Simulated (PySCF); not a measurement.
# Correlation energy of S+ (sulfur, charge +1)

[Ne] 3s1 3p3 4s1, high-spin 6S determinant (an excited configuration). All numbers are calculated (PySCF 2.14, no relativity, point nucleus, in dyall-acv3z (19s12p6d4f, 113 functions)). Frozen: 1s2; 13 electrons correlated; the 18 highest virtual orbitals of each spin left out.

MP2 pair energies summed by pair of shells (mhartree):

```json
{"pair": "2p-2p", "energy": "-186.78", "share (%)": "55.8"}
{"pair": "2s-2p", "energy": "-59.20", "share (%)": "17.7"}
{"pair": "2p-3p", "energy": "-27.61", "share (%)": "8.3"}
{"pair": "3p-3p", "energy": "-21.72", "share (%)": "6.5"}
{"pair": "2s-2s", "energy": "-9.92", "share (%)": "3.0"}
{"pair": "3p-4s", "energy": "-9.26", "share (%)": "2.8"}
{"pair": "2p-3s", "energy": "-8.02", "share (%)": "2.4"}
{"pair": "2s-3p", "energy": "-4.73", "share (%)": "1.4"}
{"pair": "3s-3p", "energy": "-3.49", "share (%)": "1.0"}
{"pair": "2s-3s", "energy": "-1.61", "share (%)": "0.5"}
{"pair": "2p-4s", "energy": "-1.49", "share (%)": "0.4"}
{"pair": "3s-4s", "energy": "-0.42", "share (%)": "0.1"}
{"pair": "2s-4s", "energy": "-0.22", "share (%)": "0.1"}
```

Total MP2 correlation energy: -334.46 mhartree.

Same-spin part -116.16 and opposite-spin part -218.30 mhartree; SCS-MP2 scales them by 1/3 and 6/5 to -300.68 mhartree.
